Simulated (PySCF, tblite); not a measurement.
Isomers of C6H8N2OS, one GFN2-xTB conformer each. Single-point energies are computed at PBE0/pcSseg-1 (PySCF, gas phase, no added dispersion term), electronic only.

Problem. Rank them by PBE0/pcSseg-1 energy, lowest first (kcal/mol).
A. `[CH3:1][CH2:2][c:3]1[n:4][n:5][c:6]([C:7]([CH3:8])=[O:9])[s:10]1` with C1–C2–C3–N4 106°, N5–C6–C7–C8 -7°
B. `[CH3:1][S:2][c:3]1[n:4][n:5][c:6]([CH:7]2[CH2:8][CH2:9]2)[o:10]1` with C1–S2–C3–N4 0°, N5–C6–C7–C8 146°

Solution. A (0.0), B (23.2).

As drawn, the lower has a C=O bond, which the higher lacks; the higher has a three-membered ring, which the lower lacks. GFN2-xTB itself gives, in the same order: 0.0, 4.7. Both levels put the same isomer lowest.

Problem. Which frontier levels, dipoles and rotational constants go with these structures?

Solution. 
```tsv
SMILES	HOMO (eV, PBE0/pcSseg-1)	LUMO (eV)	dipole (D)	A, B, C (MHz)
CCc1nnc(C(C)=O)s1	-7.76	-2.40	2.37	2969, 689.4, 594.0
CSc1nnc(C2CC2)o1	-6.56	-0.22	2.09	3436, 621.7, 550.9
```

Problem. What happens when harmonic zero-point energies from GFN2-xTB frequencies are added?

Solution. 
| SMILES | ZPE (kcal/mol) | electronic (kcal/mol) | with ZPE (kcal/mol) |
| --- | --- | --- | --- |
| CCc1nnc(C(C)=O)s1 | 83.9 | 0.0 | 0.0 |
| CSc1nnc(C2CC2)o1 | 84.5 | 23.2 | 23.8 |

The zero-point energies span 0.6 kcal/mol. The order is unchanged.
